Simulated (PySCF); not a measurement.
# Manganese: a sound run and one with changed settings

Sound run: Mn²⁺ [Ar] 3d5, Mn³⁺ [Ar] 3d4. Computed with PySCF 2.14 in cc-pVTZ, with no relativity, point nucleus. In the sound run the correlated levels freeze [Ar]. The sound run starts from symmetry-adapted Hartree-Fock orbitals and uses a fine grid where one is needed.

Changed run: initial guess sap, at most 50 SCF cycles.

| species | method | sound run (hartree) | changed run (hartree) | converged |
| --- | --- | --- | --- | --- |
| Mn²⁺ | UHF | -1149.10923 | -1149.10923 | yes |
| Mn²⁺ | MN15 | -1150.24574 | -1150.24574 | yes |
| Mn²⁺ | LDA | -1147.75194 | -1147.75194 | yes |
| Mn²⁺ | MP2 | -1149.17834 | -1149.17834 | yes |
| Mn³⁺ | UHF | -1147.91162 | -1147.91165 | yes |
| Mn³⁺ | MN15 | -1148.99613 | -1148.99762 | yes |
| Mn³⁺ | LDA | -1146.47844 | -1146.47480 | no |
| Mn³⁺ | MP2 | -1147.95026 | -1147.95029 | yes |

Ionisation energy of Mn²⁺:

```tsv
method	sound run (eV)	changed run (eV)
UHF	32.589	32.588
MN15	34.004	33.963
MP2	33.418	33.417
SCS-MP2	32.865	32.864
```

Where the changed run lies lower, it found another determinant of the same configuration, with other orbitals of the open shell filled.

For comparison, NIST gives 33.668 ± 0.012 eV between the lowest levels.
